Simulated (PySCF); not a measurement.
C6H7O2 (charge -1).
Bonds: O1–C2 (double), C2–C3, C3–C4 (double), C4–O5, C4–C6, C6–C7, C7–C8, C2–C8. Hydrogens: H9 on C3; H10, H11 on C6; H12, H13 on C7; H14, H15 on C8.

A GFN2-xTB structure was refined with PySCF 2.14.0, PBE0-D3(BJ)/def2-SVP geometry optimisation, gas phase. Its GFN2-xTB values:

```json
{"coordinate": "O1=C2", "GFN2-xTB": "1.246 Å"}
{"coordinate": "C2–C3", "GFN2-xTB": "1.398 Å"}
{"coordinate": "C2–C8", "GFN2-xTB": "1.537 Å"}
{"coordinate": "C3–H9", "GFN2-xTB": "1.084 Å"}
{"coordinate": "C6–C7", "GFN2-xTB": "1.519 Å"}
{"coordinate": "C6–H10", "GFN2-xTB": "1.094 Å"}
{"coordinate": "C7–H12", "GFN2-xTB": "1.094 Å"}
{"coordinate": "O1–C2–C3", "GFN2-xTB": "125.2°"}
{"coordinate": "O1–C2–C8", "GFN2-xTB": "118.1°"}
{"coordinate": "C2–C3–C4", "GFN2-xTB": "126.0°"}
{"coordinate": "C3–C2–C8", "GFN2-xTB": "116.7°"}
{"coordinate": "C3–C4–C6", "GFN2-xTB": "116.7°"}
{"coordinate": "C4–C6–C7", "GFN2-xTB": "111.5°"}
{"coordinate": "C6–C7–C8", "GFN2-xTB": "109.0°"}
{"coordinate": "C2–C3–C4–O5", "GFN2-xTB": "179°"}
{"coordinate": "C3–C4–C6–C7", "GFN2-xTB": "-29°"}
{"coordinate": "C4–C6–C7–C8", "GFN2-xTB": "57°"}
{"coordinate": "C6–C7–C8–C2", "GFN2-xTB": "-57°"}
```

Task: How do these coordinates change at the PBE0-D3(BJ)/def2-SVP level?

Result: 
```
 coordinate  PBE0-D3(BJ)/def2-SVP (Å or °)  change
      C2–C3                          1.419  +0.021
      C3–H9                          1.095  +0.011
     C7–H12                          1.105  +0.011
     C6–H10                          1.102  +0.008
      O1=C2                          1.240  -0.006
      C2–C8                          1.536  -0.001
      C6–C7                          1.519   0.000
   C4–C6–C7                          113.4    +1.9
   C6–C7–C8                          110.4    +1.4
   O1–C2–C3                          125.9    +0.7
   O1–C2–C8                          117.7    -0.4
   C3–C2–C8                          116.4    -0.3
   C3–C4–C6                          116.6    -0.1
   C2–C3–C4                          125.8    -0.2
C4–C6–C7–C8                             53      -4
C6–C7–C8–C2                            -54      +3
C3–C4–C6–C7                            -26      +3
C2–C3–C4–O5                            177      -2
```

The energy falls by 0.052 eV over 5 energy and gradient evaluations, the largest force component goes from 0.0211 to 2.1e-04 Eh/bohr, and the atoms move by 0.047 Å rms after alignment. Among the bonds, C2–C3 and C3=C4 change most and about equally (+0.021 Å). Bonds longer at the end by more than 0.005 Å: 9 of 15; shorter: 2. Rotational constants go from 3441, 1860, 1261 to 3435, 1828, 1242 MHz.

The run used 147 basis functions and 35 SCF cycles in all. Time: 74 s wall. Hardware: an Arm Neoverse N1 with one thread (shared host).

No frequency check.

One conformer stands for the species.
